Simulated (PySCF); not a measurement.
CuCl, SMILES [Cl][Cu], multiplicity 1. Geometry optimised at PBE0-D3(BJ)/def2-TZVPD. The multiplicity is an assumed one; other spin states were not compared.

Computed equilibrium geometry at PBE0-D3(BJ)/def2-TZVPD (PySCF confirms it by a frequency run) as a Z-matrix, and its point group:
point group C∞v.
```
Cu
Cl 1 2.0767
```
Charge 0, spin multiplicity 1.
